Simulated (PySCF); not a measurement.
Computed shifts of a molecule C2H9NSi, PBE/pcSseg-1 in PySCF, GIAO, gas phase, atoms alike by connectivity averaged where their shifts nearly agree, in ppm (number of nuclei): ²⁹Si: -9.6 (1). ¹³C: 6.8 (1), 0.6 (1). ¹⁵N: 23.0 (1). ¹H: 5.11 (1), 0.45 (3), 0.35 (3), 0.34 (1), 0.04 (1). References: ²⁹Si against TMS (σ = 335.4 ppm); ¹³C against TMS (σ = 182.0 ppm); ¹⁵N against NH3 (σ = 267.0 ppm); ¹H against TMS (σ = 31.49 ppm), references at their B3LYP-D3(BJ)/def2-TZVP geometries, non-relativistic. Geometry: B3LYP-D3(BJ)/def2-SVP. Other conformers were not sampled.

Pick the molecule that these values belong to.
A. CCN[SiH3]
B. CN(C)[SiH3]
C. C[SiH](C)N
D. C[C@@H](N)[SiH3]

C, C[SiH](C)N
